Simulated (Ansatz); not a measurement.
Compare A (`BC(F)([SiH3])[SiH3]`) with its isomer B (`B[Si](C)(F)[SiH3]`).

Computed with Ansatz on PBE0-D4/def2-TZVP structures; ΔE is electronic, products minus reactants. CBS: MP2 limit from def2 TZ/QZ plus the TZ coupled-cluster correction, frozen cores. Functionals use def2-TZVPP. B3LYP here is the variant with VWN-RPA as its local correlation; programs differ in this.

**Question.** Which isomer does CCSD(T)/CBS put lower? Give the gap. (Best estimate.)

**Answer.** Computed: B, by 200.6 kJ/mol.

**Question.** Give E(B) − E(A) in kJ/mol with PBE-D4, B2PLYP, ωB97M-V, HF/def2-TZVPP, CCSD(T)/def2-TZVPP, PBE0-D4, B3LYP. (Estimate.)

**Answer.** The calculation gave: PBE-D4 -193.7, B2PLYP -197.5, ωB97M-V -184.6, HF/def2-TZVPP -204.9, CCSD(T)/def2-TZVPP -196.9, PBE0-D4 -199.6, B3LYP -197.9. None reverses the order clearly.

Largest T1 diagnostic: 0.014.

The D4 term adds +5.2 kJ/mol with B3LYP and +2.4 kJ/mol with PBE0; it sums over pairs of atoms, weighted by their polarisabilities, and B3LYP, whose exchange is more repulsive, gets the larger term. From PBE to PBE0 (25 % exact exchange), in def2-TZVPP and without D4, E(B) − E(A) moves by −5.2 kJ/mol.
